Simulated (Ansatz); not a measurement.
`C=NC(=C)F` and `C=[C](F)[InH2]` differ in one atom or group.

Ansatz, PBE0-D4/def2-TZVP geometries, multiplicity 1. Each molecule was computed in one conformer, which needn't be the lowest.

Elements past krypton have def2 core potentials.

```csv
property,`C=NC(=C)F`
size of the dipole moment (B3LYP/def2-TZVPP) / D,0.57
size of the dipole moment (ωB97M-V/def2-TZVPP) / D,0.74
HOMO energy (PBE0/def2-TZVPP) / eV,-7.39
HOMO–LUMO gap (PBE/def2-TZVPP) / eV,3.78
LUMO energy (PBE/def2-TZVPP) / eV,-2.56
LUMO energy (ωB97M-V/def2-TZVPP) / eV,0.54
```

(1) Give the same properties after the change, and the shifts. (Best estimate.)

## Answers

(1) Computed: 
| property | `C=[C](F)[InH2]` | shift |
| --- | --- | --- |
| size of the dipole moment (B3LYP/def2-TZVPP) / D | 1.27 | 0.70 |
| size of the dipole moment (ωB97M-V/def2-TZVPP) / D | 1.33 | 0.59 |
| HOMO energy (PBE0/def2-TZVPP) / eV | -7.63 | -0.24 |
| HOMO–LUMO gap (PBE/def2-TZVPP) / eV | 3.72 | -0.06 |
| LUMO energy (PBE/def2-TZVPP) / eV | -2.73 | -0.17 |
| LUMO energy (ωB97M-V/def2-TZVPP) / eV | -0.45 | -0.99 |

With PBE0 the HOMO falls by 0.24 eV and the LUMO falls by 0.41 eV, so the gap narrows by about 0.17 eV. PBE moves the HOMO by -0.12 eV and ωB97M-V by -0.36 eV. The zero-point energy changes by -54.7 kJ/mol with -3 modes. Dipoles are sizes alone; their direction can turn.

B3LYP here is the variant with VWN-RPA as its local correlation; programs differ in this.
